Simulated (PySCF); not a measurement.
Constitutional and geometric isomers with formula C2H4B2. Isolated molecules, 0 K electronic values unless said otherwise. One relaxed conformer stands for each flexible species; it need not be the lowest. Strings in code marks are SMILES.

Method: TPSSh-D3(BJ)/def2-TZVP // CAM-B3LYP-D3(BJ)/def2-TZVP run with PySCF. Delta-SCF ions had no search for a lower state. 

| species | S1 oscillator strength | vertical ionisation energy (Delta-SCF) (eV) | HOMO (eV) |
|---|---|---|---|
| `B1=BCC1` | 0.044 | 7.28 | -4.78 |
| `B=C=BC` | [?] | 9.21 | [?] |
| `C=BB=C` | 0.000 | 8.96 | -6.53 |
| `CC1=BB1` | 0.004 | 10.00 | [?] |
| `[H]/B=C/C=B/[H]` | 0.000 | 7.33 | [?] |
| `C(BB)#C` | 0.001 | 9.71 | -7.04 |
| `BB1C=C1` | 0.000 | 10.32 | -7.38 |
| `B=BC=C` | [?] | [?] | -4.73 |

Problem. Some entries are withheld; supply them.

Solution. 
- `B=C=BC`, S1 oscillator strength: 0.000
- `B=C=BC`, HOMO (eV): -6.50
- `CC1=BB1`, HOMO (eV): -7.24
- `[H]/B=C/C=B/[H]`, HOMO (eV): -4.82
- `B=BC=C`, S1 oscillator strength: 0.000
- `B=BC=C`, vertical ionisation energy (Delta-SCF) (eV): 7.13
